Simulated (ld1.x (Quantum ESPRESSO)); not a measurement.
**Before and after: TM potential for bismuth (Bi)**

bismuth (Bi), norm-conserving Troullier–Martins (Kleinman–Bylander form), made with ld1.x (Quantum ESPRESSO) 7.5 (PBE, scalar-relativistic). Core [Xe] 4f14, reference 5d10 6s1.5 6p3.5. Waves: 6s (bound): rc 1.80 bohr; 6p (bound): rc 1.95 bohr; 5d (bound): rc 1.90 bohr. Local part: all-electron potential smoothed inside 1.35 bohr (lloc = -1). Core correction: Bessel-smoothed model core inside 0.95 bohr.

Change: wave 6p (bound): rc 1.95 bohr becomes 6p (bound): rc 1.46 bohr.

Cutoffs: the cutoffs (Ry, on a coarse ladder) from which the occupation-weighted sum of valence levels, in a spherical-Bessel basis at the reference potential, stays within 10 and 1 mRy of its value at 400 Ry; they do not see the model core or the augmentation charge, which bear on the density cutoff. Errors are all-electron minus pseudo energies relative to the spin-unpolarised reference configuration.

Problem. How do hardness, ghosts and transferability respond?

Solution. Both files keep a bound ghost (p, s); of the 7 tests that both files solve, the error grows in 7 and shrinks in 0 by more than 15 % and 0.3 meV (median size 4.0 → 28.0 meV). That the errors move this way runs against the usual rule that smaller radii transfer better.

| quantity | base | changed |
| --- | --- | --- |
| cutoff, loose | 55 Ry | 200 Ry |
| cutoff, tight | 90 Ry | over 300 Ry |
| loose cutoff by channel (10 mRy a level) | s 21 Ry, p 25 Ry, d 45 Ry | s 21 Ry, p 160 Ry, d 45 Ry |
| bound ghosts | s, p | p, s |
| error for 5d10 6s2 6p3, meV [ΔE -5.00 eV] | +0.5 | -6.4 |
| error for 5d10 6s2 6p2, meV [ΔE 2.92 eV] | -3.9 | -28 |
| error for 5d10 6s2 6p1, meV [ΔE 18.16 eV] | -12 | -85 |
| error for 5d10 6s1 6p4, meV [ΔE 5.09 eV] | -2.0 | -9.9 |
| error for 5d10 6s0 6p5, meV [ΔE 15.50 eV] | -11 | -88 |
| error for 5d10 6s1 6p3, meV [ΔE 13.73 eV] | -4.0 | -12 |
| error for 5d10 6s1 6p0, meV [ΔE 86.91 eV] | -55 | -180 |

 A true bound ghost makes a file unfit for plane-wave use even where its test errors are small: the radial tests pick states by their node count and pass the ghost by.
